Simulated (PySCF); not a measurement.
## Working out the ionisation energy of Cu⁺

Cu⁺ [Ar] 3d10 (1S) → Cu²⁺ [Ar] 3d9 (2D). All numbers are calculated (PySCF 2.14, scalar relativity by spin-free X2C-1e, in x2c-SVPall (5s3p3d1f, 36 functions)). Frozen: [Ar]. Energies in hartree (1 hartree = 27.21139 eV):

```csv
part,Cu⁺ (lower),Cu²⁺ (upper)
UHF,-1652.599591,-1651.960269
MP2 opposite-spin,-0.169620,-0.103149
MP2 same-spin,-0.105300,-0.064669
```

Problem. What does Hartree-Fock give?

Solution. (-1651.960269) − (-1652.599591) = 0.639322 hartree = 17.397 eV.

Problem. What do MP2 and SCS-MP2 (6/5 opposite-spin, 1/3 same-spin) give?

Solution. The opposite-spin parts differ by 1.809 eV and the same-spin parts by 1.106 eV. MP2: 17.397 + (1.809) + (1.106) = 20.312 eV. SCS-MP2: 17.397 + 1.2 × (1.809) + (1.106)/3 = 19.936 eV.

Reference: 20.292 eV (measured; NIST Atomic Spectra Database, ionization energies), between the lowest levels; spin-orbit coupling is absent from the calculation.

A double-zeta basis recovers only part of the correlation energy.

What remains against the reference includes basis incompleteness, the frozen core and correlation beyond second order.
